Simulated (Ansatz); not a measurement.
Si3B. The state is a doublet with charge 0. Geometry PBE0-D4/def2-TZVPD, that of the charge -1 singlet; atoms count from 1.

Cartesian coordinates in Å:
```
B 0.477 0.497 -0.362
Si -1.187 1.375 -0.230
Si 1.506 -1.042 0.000
Si -0.795 -0.830 0.593
```

The structure comes from a short search, and lower isomers may exist.

Question: Estimate the Mulliken populations from the PBE0/def2-TZVPD orbitals of Ansatz.

Answer: 
```csv
atom,charge (e),spin (α − β)
B1,0.83,0.44
Si2,-0.34,0.04
Si3,-0.34,0.04
Si4,-0.15,0.49
```
Mulliken values depend strongly on the basis. With diffuse functions, as here, like atoms can get unlike values, and bond orders can come out too low or too high.

Question: Where does the spin sit?

Answer: Summed by element: B 0.44, Si 0.56, of 1 unpaired in all. Largest on single atoms: Si4 0.49, B1 0.44, Si2 0.04.

Question: And the Mayer bond orders between heavy atoms (over 0.3)?

Answer: B1–Si2 0.61 (1.89 Å); B1–Si3 0.61 (1.89 Å); B1–Si4 0.59 (2.07 Å); Si2–Si4 1.14 (2.39 Å); Si3–Si4 1.14 (2.39 Å).
